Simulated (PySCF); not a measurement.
# RbH: energy against distance

Set-up: Rb x2c-TZVPall, H x2c-TZVPall; spin-free X2C with a Gaussian nucleus (PySCF 2.14). Energies in eV from Rb + H in their ground configurations at the same level. State: ¹Σ⁺ (singlet), closed shell.

All columns are PBE0. A positive dipole means Rb(−)H(+).

| R (Å) | E (eV) | μ (D) | Mulliken charge on Rb (basis-dependent) | HOMO (eV) | LUMO (eV) | Mayer bond order | ⟨S²⟩ |
| --- | --- | --- | --- | --- | --- | --- | --- |
| 2.028 | -1.423 | -6.62 | 0.41 | -4.25 | -0.90 | 0.82 | 0.00 |
| 2.122 | -1.552 | -7.01 | 0.40 | -4.24 | -0.96 | 0.83 | 0.00 |
| 2.216 | -1.626 | -7.39 | 0.40 | -4.21 | -1.01 | 0.83 | 0.00 |
| 2.287 | -1.654 | -7.66 | 0.39 | -4.19 | -1.06 | 0.84 | 0.00 |
| 2.358 | -1.662 | -7.92 | 0.38 | -4.17 | -1.10 | 0.84 | 0.00 |
| 2.429 | -1.654 | -8.18 | 0.38 | -4.14 | -1.14 | 0.85 | 0.00 |
| 2.523 | -1.623 | -8.51 | 0.37 | -4.09 | -1.20 | 0.85 | 0.00 |
| 2.641 | -1.561 | -8.91 | 0.37 | -4.04 | -1.26 | 0.86 | 0.00 |
| 2.782 | -1.463 | -9.36 | 0.37 | -3.97 | -1.35 | 0.86 | 0.00 |
| 2.971 | -1.308 | -9.94 | 0.37 | -3.88 | -1.45 | 0.86 | 0.00 |

A fit through these points gives, at Re = 2.356 Å, μ = -7.92 D and dμ/dR = -3.66 D/Å; the reduced mass is 0.996 u.

Question: How strong is the fundamental in the double-harmonic approximation, I = 42.26·(dμ/dR)²/μred km/mol?

Answer: I = 42.26·(-3.66)²/0.996 = 568 km/mol at PBE0.
